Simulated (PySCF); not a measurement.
**Working with the constants of Tl2**

UHF-CCSD(T) constants of Tl2, ³Πu (triplet), unpaired electrons σ ↑, π ↑ (basis Tl def2-SVPD with ECP60; scalar-relativistic core potentials; PySCF 2.14; masses 204.9744 and 204.9744 u):

| Item | Value |
| --- | --- |
| ωe | 82.4 cm⁻¹ |
| ωexe | 0.182 cm⁻¹ |
| Be | 0.016579 cm⁻¹ |
| αe | 5.07e-05 cm⁻¹ |
| De to Tl + Tl | 1.00 eV |

(1) What force constant and bond length do these constants imply?

(2) Estimate the centrifugal constant D from the Kratzer relation and find the Dunham coefficient a1.

Correlated steps freeze 8 core orbitals. Correlated levels converge slowly with the basis: in double zeta they bind strong bonds too weakly, by up to about 1 eV, and carry superposition errors of some tenths. These are scalar-relativistic numbers at best; spin–orbit coupling would shift them, the dissociation energy most. The state is the lowest determinant that a PBE0 search found; another state may lie lower at other levels.

Answers

(1) Reduced mass μred = 102.49 u; k = 5.8918×10⁻⁷·μred·ωe² (u, cm⁻¹, mdyn/Å) = 0.410 mdyn/Å; Re = √(16.8576/(μred·Be)) (u, cm⁻¹, Å) = 3.150 Å.

(2) D = 4Be³/ωe² = 2.68e-09 cm⁻¹; a1 = −1 − αeωe/(6Be²) = -3.53.
